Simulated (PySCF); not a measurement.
**Nuclear quadrupole coupling in `N[C@]12C[C@](C(F)(F)F)(C1)C2`**

Compound: C6H8F3N.
Cartesian coordinates in Å at the PBE0-D3(BJ)/def2-SVP level; atoms count from 1:
```
atom  x, y, z in Å
N1     2.521   -0.247    0.098
C2     1.115   -0.109    0.064
C3     0.349    1.048   -0.618
C4    -0.725    0.073   -0.099
C5    -2.206    0.213   -0.235
F6    -2.647    1.327    0.360
F7    -2.843   -0.821    0.323
F8    -2.580    0.268   -1.518
C9     0.058   -0.023    1.219
C10    0.142   -1.077   -0.648
H11    2.954    0.528    0.597
H12    2.794   -1.106    0.570
H13    0.391    2.032   -0.124
H14    0.455    1.126   -1.710
H15   -0.103   -0.934    1.815
H16    0.075    0.884    1.843
H17    0.235   -1.143   -1.742
H18   -0.008   -2.064   -0.183
```

Field gradients from the PBE0/pcSseg-1 density (PySCF, non-relativistic), principal values in atomic units, ordered |Vxx| ≤ |Vyy| ≤ |Vzz|:

| atom | Vxx | Vyy | Vzz |
| --- | --- | --- | --- |
| N1 | 0.5091 | 0.6142 | -1.1233 |

**Question.** Find the asymmetry η = (Vxx − Vyy)/Vzz and the couplings χ = eQV/h (234.96 MHz × Q in barn × V in au), with Q(14N) = 0.02044 b.

**Answer.** 
| atom | environment | nucleus | η | χzz (MHz) | χxx (MHz) | χyy (MHz) |
| --- | --- | --- | --- | --- | --- | --- |
| N1 | primary amine nitrogen | 14N | 0.09 | -5.39 | 2.45 | 2.95 |

The tensor is traceless: Vxx + Vyy + Vzz = 0.

**Question.** What is Vzz at N1 in SI units (1 au = 9.71736 × 10²¹ V/m²)?

**Answer.** -1.1233 au = -10.916 × 10²¹ V/m².

**Question.** And the gradient at the other heavy atoms, for which no coupling is worked out here?

**Answer.** 
| atom | environment | Vzz (au) | η |
| --- | --- | --- | --- |
| C2 | sp3 carbon bound to nitrogen | 0.140 | 0.36 |
| C3 | four-membered-ring carbon | -0.102 | 0.73 |
| C4 | sp3 carbon at a ring junction | 0.112 | 0.06 |
| C5 | CF3 carbon | -0.458 | 0.00 |
| F6 | fluorine of a CF3 group | 2.869 | 0.04 |
| F7 | fluorine of a CF3 group | 2.867 | 0.04 |
| F8 | fluorine of a CF3 group | 2.870 | 0.04 |
| C9 | four-membered-ring carbon | 0.090 | 0.86 |
| C10 | four-membered-ring carbon | -0.102 | 0.73 |

**Question.** What couplings would deuterons (Q(2H) = 0.00286 b) have in place of the hydrogens, at this geometry?

**Answer.** 
```tsv
atom	bonded to	bond length (Å)	Vzz (au)	η	χzz (kHz)
H11	N1	1.018	0.3897	0.17	262
H12	N1	1.018	0.3897	0.17	262
H13	C3	1.101	0.2889	0.04	194
H14	C3	1.100	0.2897	0.05	195
H15	C9	1.101	0.2898	0.05	195
H16	C9	1.101	0.2899	0.05	195
H17	C10	1.100	0.2896	0.05	195
H18	C10	1.101	0.2889	0.04	194
```

One conformer (not necessarily the lowest) at the PBE0-D3(BJ)/def2-SVP geometry, without solvent, vibrations or thermal averaging. The small basis limits the accuracy of the gradients.
